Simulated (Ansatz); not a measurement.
Consider the ligand exchange at the Si–C bond: `N#C[SiH](F)F` + `[SH][GeH3]` → `F[SiH](F)[S][GeH3]` + `C#N`.

Gas-phase electronic energies from Ansatz, PBE0-D4/def2-TZVP geometries. CBS: MP2 limit from def2 TZ/QZ plus the TZ coupled-cluster correction, frozen cores. This one scheme is used for every species. DFT in def2-TZVPP. B3LYP here is the variant with VWN-RPA as its local correlation; programs differ in this. For Ge outer-core shells are correlated without core-valence functions, which leaves a few kJ/mol of doubt a bond. Scalar relativity is left out up to krypton. Each species was taken in one conformer, which may not be the lowest.

`N#C[SiH](F)F`:

```xyz
6

N    -2.308   -0.411    0.647
C    -1.211   -0.229    0.348
Si    0.516    0.129   -0.168
F     1.021   -1.099   -1.013
F     1.385    0.247    1.139
H     0.598    1.363   -0.953
```

`[SH][GeH3]`:

```xyz
6

S    -0.439   -0.028   -1.665
Ge    0.218   -0.246    0.449
H    -0.891    1.227   -1.508
H    -0.977   -0.087    1.401
H     1.295    0.797    0.786
H     0.794   -1.664    0.536
```

`F[SiH](F)[S][GeH3]`:

Z-matrix (Å, degrees):
```
Si
F 1 1.589
S 1 2.092 2 111.0
F 1 1.587 2 105.0 3 121.2
H 1 1.471 2 109.6 3 -122.3
Ge 3 2.247 1 98.6 2 47.5
H 6 1.532 3 104.4 1 154.8
H 6 1.532 3 108.8 1 -86.3
H 6 1.532 3 109.1 1 35.4
```

`C#N`:

```xyz
3

C    -0.015    0.017    0.011
N     0.662   -0.758   -0.493
H    -0.646    0.740    0.482
```

Is it downhill or uphill in electronic energy at CCSD(T)/CBS, and by how much? (Estimate.)

Ansatz gave: Downhill: ΔE = -43.5 kJ/mol.

What do these levels give: r2SCAN-D4, ωB97M-V, B3LYP, HF/def2-TZVPP, CCSD(T)/def2-TZVPP, MP2/CBS(def2)? (Best estimate.)

The calculation gave: r2SCAN-D4 -45.0, ωB97M-V -43.9, B3LYP -33.2, HF/def2-TZVPP -29.8, CCSD(T)/def2-TZVPP -38.5, MP2/CBS(def2) -46.9 kJ/mol.

Largest T1 diagnostic among the species: 0.014.

The D4 term adds −9.0 kJ/mol with B3LYP and −4.9 kJ/mol with PBE0; it sums over pairs of atoms, weighted by their polarisabilities, and B3LYP, whose exchange is more repulsive, gets the larger term. In def2-TZVPP, CCSD(T) changes the Hartree–Fock value by −8.7 kJ/mol (the triples alone add −2.0 kJ/mol) and MP2 by −12.2 kJ/mol.
